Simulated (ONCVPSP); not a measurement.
**Cutoff test, osmium (Os), ONCV**

| Quantity | Value |
| --- | --- |
| Element | Os |
| Generator | ONCVPSP 4.0.1 |
| Type | optimised norm-conserving Vanderbilt (ONCV) |
| Functional | LDA (Perdew-Wang 92) |
| Relativity | scalar-relativistic |
| Frozen core | [Kr] 4d10 4f14 |
| Valence charge | 16 |
| Reference configuration | 5s2 5p6 5d6 6s2 |
| Partial waves | 5s+6s: rc 1.80 bohr, ncon 5, nbas 9, qcut 7.2 1/bohr, 2 projectors; 5p: rc 1.75 bohr, ncon 4, nbas 7, qcut 7.9 1/bohr, 2 projectors, debl 2.4 Ha; 5d: rc 1.95 bohr, ncon 5, nbas 10, qcut 9.8 1/bohr, 2 projectors, debl 3.8 Ha |
| Local potential | polynomial inside 1.60 bohr (lpopt 4, dvloc0 -1 Ha) |
| Core correction | Teter function, fcfact 3.5, rcfact 1.05 |

For each optimised wave give the share of its norm inside rc, the residual kinetic energy above qcut (Ha) and the cutoffs (Ha) for errors of 10, 1, 0.1 and 0.01 mHa per electron.

| wave | norm inside rc | residual KE | 10 mHa | 1 mHa | 0.1 mHa | 0.01 mHa |
| --- | --- | --- | --- | --- | --- | --- |
| 5s | 0.979 | 1.9e-05 | 15.4 | 20.0 | 23.3 | 41.0 |
| 6s | 0.104 | 1.7e-05 | 12.6 | 18.8 | 22.9 | 28.3 |
| 5p | 0.916 | 6.4e-07 | 9.8 | 13.2 | 23.0 | 27.1 |
| p projector 2 | 0.043 | 1.7e-06 | 7.8 | 11.2 | 22.6 | 27.8 |
| 5d | 0.653 | 6.4e-09 | 12.6 | 16.3 | 21.0 | 34.0 |
| d projector 2 | 0.202 | 5.9e-09 | 15.5 | 19.5 | 24.3 | 32.5 |

The occupied waves need 20 Ha and 23 Ha for 1 and 0.1 mHa.
